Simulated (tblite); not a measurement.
Species: C4H10FNSi.
Numbering: `[NH2:1][CH2:2][C@@:3]1([F:4])[CH2:5][CH2:6][SiH2:7]1` (hydrogens: H8, H9 on N1; H10, H11 on C2; H12, H13 on C5; H14, H15 on C6; H16, H17 on Si7)

The geometry is computed with GFN2-xTB (gas phase).

(1) What internal coordinates does the optimisation give?

Answers

(1) 
| bond | length (bohr) |
| --- | --- |
| N1–C2 | 2.737 |
| C2–C3 | 2.891 |
| C3–F4 | 2.651 |
| C3–C5 | 2.908 |
| C5–C6 | 2.915 |
| C6–Si7 | 3.614 |
| C3–Si7 | 3.659 |
| N1–H8, N1–H9 | 1.919 |
| C2–H10 | 2.066 |
| C2–H11 | 2.070 |
| C5–H12 | 2.058 |
| C5–H13 | 2.060 |
| C6–H14 | 2.054 |
| C6–H15 | 2.057 |
| Si7–H16 | 2.765 |
| Si7–H17 | 2.756 |

Bonds in one row agree within 0.02 bohr and their mean is given. A selection of angles:
| angle | degrees |
| --- | --- |
| C2–N1–H8 | 109.3 |
| H8–N1–H9 | 107.5 |
| N1–C2–C3 | 114.7 |
| N1–C2–H10 | 108.5 |
| N1–C2–H11 | 107.6 |
| C3–C2–H10 | 108.4 |
| C3–C2–H11 | 109.0 |
| H10–C2–H11 | 108.6 |
| C2–C3–F4 | 107.1 |
| C2–C3–C5 | 114.4 |
| C2–C3–Si7 | 117.9 |
| F4–C3–C5 | 110.9 |
| F4–C3–Si7 | 115.0 |
| C5–C3–Si7 | 91.0 |
| C3–C5–C6 | 99.7 |
| C3–C5–H12 | 109.5 |
| C3–C5–H13 | 113.3 |
| C6–C5–H12 | 111.5 |
| C6–C5–H13 | 114.2 |
| H12–C5–H13 | 108.4 |
| C5–C6–Si7 | 91.8 |
| C5–C6–H14 | 113.5 |
| C5–C6–H15 | 111.8 |
| Si7–C6–H14 | 118.0 |
| Si7–C6–H15 | 114.1 |
| H14–C6–H15 | 107.2 |
| C6–Si7–H16 | 117.5 |
| C6–Si7–H17 | 117.1 |
| C3–Si7–C6 | 75.5 |
| C3–Si7–H16 | 115.9 |
| C3–Si7–H17 | 113.4 |
| H16–Si7–H17 | 112.6 |

Torsions: N1–C2–C3–F4 63° (synclinal); C2–C3–C5–C6 110° (anticlinal); C3–C5–C6–Si7 12° (synperiplanar); C5–C6–Si7–C3 -10° (synperiplanar); C2–C3–Si7–C6 -109° (anticlinal).

The 4-membered ring C3–C5–C6–Si7 has internal angles of 75.5° to 99.7° (sum 358°, against 360° for a flat polygon); it is puckered, 0.08 Å rms from its mean plane, widest ring torsion 12°. N1 (primary amine nitrogen) is pyramidal (angles 110.3°, 109.3° and 107.5°, sum 327.1°, 0.38 Å off the plane of its three neighbours). Si7 (SiH2 silicon) has angles from 75.5° to 117.5°. The C–Si distances run from 1.912 Å (C6–Si7, drawn single) to 1.936 Å (C3–Si7, drawn single), a spread of 0.024 Å. Of the pairs four or more bonds apart, Si7···H9 is among the closest relative to their van der Waals radii: 3.11 Å, 94 % of the sum of Bondi's values.

Point group: C1 (no symmetry element, even within 0.4 Å). Its GFN2-xTB frequencies are all real (lowest 69 cm⁻¹). One conformer, not necessarily the lowest (H–N1–C2–C3 -58° and 60°, N1–C2–C3–F4 63°, C2–C3–C5–C6 110°, C3–C5–C6–Si7 12°, C5–C6–Si7–C3 -10°, C2–C3–Si7–C6 -109°).

On an Intel Xeon at 2.50 GHz with one thread, on a shared host, this took 1.5 s of wall time. That covers the optimisation of the geometry.
